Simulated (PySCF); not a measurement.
# C4H8FO2Si: g tensor and hyperfine couplings

C4H8FO2Si (doublet state).
Z-matrix (Å and degrees, GFN2-xTB geometry), rows numbered from 1:
```
C 
C   1  1.4518
F   2  1.3736  1  113.65
C   2  1.5515  1   98.14  3  -117.68
O   4  1.2177  2  119.13  1   -89.40
C   4  1.4700  2  116.37  1    83.99
Si  6  1.9383  4  107.08  2  -112.32
O   7  1.6104  6  107.59  4   -35.38
H   1  1.0716  2  119.57  3    28.14
H   1  1.0703  2  119.59  3  -161.43
H   2  1.0945  1  115.54  3   125.81
H   6  1.0884  4  108.22  2   133.27
H   6  1.0839  4  112.70  2    12.64
H   7  1.4582  6  107.34  4  -152.69
H   7  1.4599  6  109.02  4    83.58
H   8  0.9651  7  118.82  6     5.90
```

The hyperfine couplings belong to this conformer and change with its torsions.

Identity: `[CH2][C@H](F)C(=O)C[SiH2]O` [radical].

Computed, not measured: PySCF 2.14.0, UKS B3LYP, pcH-1 on C F H O Si, non-relativistic, mean-field spin-orbit, GIAO. Geometry: GFN2-xTB, one conformer, isolated molecule. Couplings are sensitive to structure, and on GFN2-xTB geometries they can be far from those on DFT ones. Stability of the SCF solution: not tested.

```
g1, g2, g3        : 2.00222, 2.00314, 2.00428
g_iso             : 2.00321
Form of g         : rhombic: the two nearest values differ by 45 % of g3 − g1
⟨S²⟩              : 0.7564 (exact 0.7500)
α and β electrons : 36, 35
```

Isotropic coupling and dipolar principal values T1 to T3, in mT (MHz turned into mT with g_iso):

| atom | isotope | a_iso | of which spin–orbit | T1 | T2 | T3 | Mulliken spin population |
| --- | --- | --- | --- | --- | --- | --- | --- |
| C1 | 13C | 2.92 | 0.00 | -2.69 | -2.66 | 5.35 | 0.98 |
| C2 | 13C | -0.90 | 0.00 | -0.15 | 0.01 | 0.14 | -0.06 |
| F3 | 19F | 1.51 | 0.01 | -0.97 | -0.84 | 1.81 | 0.01 |
| C4 | 13C | 2.50 | 0.00 | -0.40 | -0.19 | 0.59 | 0.04 |
| O5 | 17O | -0.16 | 0.00 | -1.00 | 0.39 | 0.60 | 0.07 |
| C6 | 13C | -0.07 | 0.00 | -0.08 | -0.03 | 0.12 | 0.01 |
| Si7 | 29Si | -0.51 | 0.00 | -0.08 | 0.03 | 0.04 | 0.00 |
| O8 | 17O | 0.01 | 0.00 | -0.03 | 0.00 | 0.02 | 0.00 |
| H9 | 1H | -2.10 | 0.00 | -1.30 | -0.01 | 1.30 | -0.04 |
| H10 | 1H | -2.14 | 0.00 | -1.29 | -0.01 | 1.30 | -0.04 |
| H11 | 1H | 2.47 | 0.00 | -0.18 | -0.13 | 0.31 | 0.03 |
| H12 | 1H | -0.08 | 0.00 | -0.07 | -0.05 | 0.12 | 0.00 |
| H13 | 1H | 0.04 | 0.00 | -0.08 | -0.06 | 0.14 | 0.00 |
| H14 | 1H | 0.54 | 0.00 | -0.03 | -0.02 | 0.05 | 0.01 |
| H15 | 1H | 0.02 | 0.00 | -0.09 | -0.06 | 0.15 | 0.00 |
| H16 | 1H | -0.03 | 0.00 | -0.08 | -0.03 | 0.12 | 0.00 |

Largest spin populations (Mulliken): C1 (+0.98), O5 (+0.07) and C2 (-0.06). C1 is the only atom above +0.15. The angles at C1 add up to 359.3°, so it is planar; its axial dipolar tensor and the negative couplings of its protons fit spin in a p orbital normal to that plane.

Under fast tumbling the dipolar parts average out, and these isotropic splittings remain: 1 × 1H (H11, I = 1/2, 2 lines) with 2.47 mT, 2 × 1H (H9/H10, I = 1/2, 3 lines) with 2.12 mT, 1 × 19F (F3, I = 1/2, 2 lines) with 1.51 mT, 1 × 1H (H14, I = 1/2, 2 lines) with 0.54 mT, 1 × 1H (H12, I = 1/2, 2 lines) with 0.08 mT and 1 × 1H (H13, I = 1/2, 2 lines) with 0.04 mT.

Class means assume fast exchange of nuclei equivalent by connectivity; if that motion is slow, each nucleus keeps its own coupling.

The 29Si coupling of Si7 (-14.3 MHz) shows only in satellite lines or after enrichment, since that isotope makes up about 4.7 % of natural silicon.

The 13C coupling of C1 (81.9 MHz) shows only in satellite lines or after enrichment, since that isotope makes up about 1.07 % of natural carbon.

The spin density at the nucleus, in bohr⁻³, is negative for C2 (-0.0224), H9/H10 (-0.0133) and C6 (-0.0018), for instance. A restricted open-shell determinant has no negative spin density anywhere; here it arises because α and β orbitals differ (spin polarisation).
